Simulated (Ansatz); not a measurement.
Compare A (`O[BH][GeH3]`) with its isomer B (`[BH2][GeH2][OH]`).

Program: Ansatz. Geometries: PBE0-D4/def2-TZVP. ΔE: electronic, gas phase. CCSD(T)/CBS adds triple-zeta CCSD(T) − MP2 to the extrapolated MP2 energy (def2 sets, frozen cores). DFT in def2-TZVPP. B3LYP here is the variant with VWN-RPA as its local correlation; programs differ in this. For Ge outer-core shells are correlated without core-valence functions, which leaves a few kJ/mol of doubt a bond. Scalar relativity is left out up to krypton. One conformer a species, not always the lowest.

Problem. Which isomer does CCSD(T)/CBS put lower? Give the gap. (Best estimate.)

Solution. Computed: A, by 29.7 kcal/mol.

Problem. Give E(B) − E(A) in kcal/mol with LDA (SPW92), HF/def2-TZVPP, CCSD(T)/def2-SVP, r2SCAN-D4, PBE-D4, B3LYP-D4, B3LYP. (Best estimate.)

Solution. Ansatz gave: LDA (SPW92) 36.3, HF/def2-TZVPP 26.5, CCSD(T)/def2-SVP 35.8, r2SCAN-D4 31.1, PBE-D4 32.3, B3LYP-D4 30.6, B3LYP 30.7. None reverses the order clearly.

Problem. Does the order hold for the free energy at 298.15 K (harmonic terms from PBE0-D4)? (Estimate.)

Solution. The calculation gave: Yes: G(B) − G(A) = +28.8 kcal/mol, for one conformer each.

Largest T1 diagnostic: 0.013.

At CCSD(T), def2-SVP lies +6.2 kcal/mol from the extrapolated value and def2-TZVPP +0.1 kcal/mol. Leaving LDA and LC-ωPBE aside and taking each functional with its dispersion term where it has one, the values, not all of them listed here, spread over 2.7 kcal/mol, from BHLYP-D4 to PBE-D4. LDA lies +3.9 kcal/mol from PBE without D4.
